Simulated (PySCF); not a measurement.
Computed IR spectrum (relative IR intensity) of a molecule C₂H₆OSi₂. Coordinates come from a ωB97X-D3(BJ)/def2-SVP optimisation. The values are those of a single conformer. These are PySCF with ωB97X-D3(BJ)/def2-SVP values and carry that method's errors. Frequencies are harmonic and unscaled.

Lines under 2 % of the strongest are left out, and lines within 2 cm⁻¹ are merged.

| ν (cm⁻¹) | relative intensity |
|---|---|
| 326 | 43 |
| 424 | 12 |
| 448 | 2.3 |
| 585 | 3.5 |
| 629 | 7.4 |
| 724 | 10 |
| 734 | 5.8 |
| 767 | 7.4 |
| 778 | 7.0 |
| 791 | 100 |
| 833 | 19 |
| 899 | 57 |
| 931 | 78 |
| 954 | 13 |
| 977 | 37 |
| 2184 | 9.1 |
| 2230 | 41 |
| 2256 | 23 |
| 2261 | 38 |
| 2277 | 45 |
| 3467 | 19 |
| 3888 | 30 |

Problem. Identify the compound among the candidates.
A) C1=C[SiH2]O[SiH2]1
B) C#C[SiH2][SiH2]O
C) O[SiH2]C#C[SiH3]
D) [SiH3][Si@@H]1C=CO1

Solution. B, C#C[SiH2][SiH2]O
